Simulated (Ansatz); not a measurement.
H4Se2Si, SMILES `[SeH][SiH2][SeH]`. Total charge 0; spin multiplicity 1.

```xyz
7

Se    1.842   -0.736   -0.159
Si   -0.125    0.324   -0.579
Se   -1.636    0.200    1.116
H     2.074    0.022    1.078
H     0.047    1.782   -0.785
H    -0.610   -0.324   -1.821
H    -1.593   -1.268    1.148
```

Q: List the harmonic frequencies (cm⁻¹, unscaled) at PBE0-D4/def2-TZVP in Ansatz. (Best estimate.)

A: Ansatz gave: 98, 189, 204, 351, 441, 447, 578, 668, 766, 833, 923, 2233, 2247, 2444, 2444.

Q: Is this a minimum?

A: Yes, all 15 modes are real.

Q: Give the ideal-gas thermochemistry at 298.15 K and 1 bar (rigid rotor, harmonic oscillator; point group C2, symmetry number 2).

A: Zero-point energy 88.9 kJ/mol; H(298) − E = 107.4 kJ/mol; entropy 336.9 J/(mol·K), of which translation 174.3, rotation 112.4, vibration 50.2; G(298) − E = 7.0 kJ/mol. Modes under 100 cm⁻¹ are hindered rotations or soft bends, so the harmonic entropy is rough.

Q: Rotational constants (cm⁻¹)?

A: 0.3302, 0.02872, 0.02692.
